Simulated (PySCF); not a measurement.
# Trend along the halogens: MHg molecules

PBE with triple-zeta basis sets in PySCF, for the lowest determinant that a PBE0 search found; no spin–orbit coupling. De refers to high-spin ground-configuration atoms. A positive dipole means M(−)Hg(+).

```
 M       basis  state (unpaired electrons)  Re (Å)  ωe (cm⁻¹)  De (eV)  μ (D)
 F  def2-TZVPP               doublet (σ ↑)   2.080        407     1.73   2.97
Cl  def2-TZVPP               doublet (σ ↑)   2.434        248     1.17   2.65
Br  def2-TZVPP               doublet (σ ↑)   2.587        161     0.94   2.46
 I  def2-TZVPP               doublet (σ ↑)   2.793        118     0.68   2.05
```

The shortest bond is that of HgF (2.080 Å), the longest that of HgI (2.793 Å). HgF is bound most strongly (1.73 eV) and HgI least (0.68 eV).

Down a group the atoms grow and get heavier, so bonds lengthen and wavenumbers fall; this series shows no clear exception.

These are scalar-relativistic numbers at best; spin–orbit coupling would shift them, the dissociation energy most. States were picked by a PBE0 search and need not be the measured ground states.
